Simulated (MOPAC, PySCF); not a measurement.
C₂H₃B, SMILES `BC#C`, neutral singlet in the gas phase. 

Cartesian coordinates (Å):
```xyz
6

B     -1.0589    -0.0649     0.6149
C      0.3391     0.0197     0.0787
C      1.4778     0.0899    -0.3591
H     -1.5683     0.9008     1.1136
H     -1.6666    -1.0977     0.5442
H      2.4769     0.1521    -0.7436
```
Charge 0, multiplicity 1.

All levels are single points at this geometry (PBE-D3(BJ)/def2-TZVP); Pople sets use spherical d functions. Orbital energies aren't observables, and empty levels follow the basis.

PBE/6-31G* in PySCF gives HOMO (eV) = -6.53.

Problem. Estimate the HOMO (eV) from each of these levels: PBE-D3(BJ)/def2-TZVP in PySCF; B3LYP/6-311+G** in PySCF; B3LYP/6-31G* in PySCF; BP86/6-31G* in PySCF; M06-2X/6-31G* in PySCF; SVWN5/6-31G* in PySCF; HF/STO-3G in PySCF; PM7 in MOPAC.

Solution. 
```
level                          HOMO (eV)
-----------------------------  ---------
PBE-D3(BJ)/def2-TZVP in PySCF      -6.85
B3LYP/6-311+G** in PySCF           -7.85
B3LYP/6-31G* in PySCF              -7.50
BP86/6-31G* in PySCF               -6.63
M06-2X/6-31G* in PySCF             -8.99
SVWN5/6-31G* in PySCF              -6.63
HF/STO-3G in PySCF                 -8.95
PM7 in MOPAC                      -10.57
```
